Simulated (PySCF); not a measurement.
NbSF2Cl, SMILES [F][Nb]([F])(=[S])[Cl], multiplicity 1. Geometry optimised at PBE-D3(BJ)/def2-SVP. The spin state was assumed, not searched. The def2 effective core potentials stand for the cores of Nb; spin–orbit coupling is left out.

All values below come from PBE-D3(BJ)/def2-SVP (PySCF).

Harmonic wavenumbers (cm⁻¹): 128, 138, 161, 190, 193, 418, 565, 693, 716. Rotational constants (GHz): 2.186, 1.615, 1.391; symmetry number 1.

Question: Work out the zero-point energy and the ideal-gas rigid-rotor harmonic-oscillator thermochemistry at 298.15 K and 1 atm.

Answer: ZPE = ½ Σ hcν = ½ × 3201 cm⁻¹ = 4.58 kcal/mol. H − E(el) = 9.34 kcal/mol. Entropy in cal/(mol K): translation 41.76, rotation 28.57, vibration 14.78, total 85.12. G − E(el) = -16.04 kcal/mol. Cp = 21.56 cal/(mol K). Modes under 150 cm⁻¹ make the vibrational entropy uncertain.
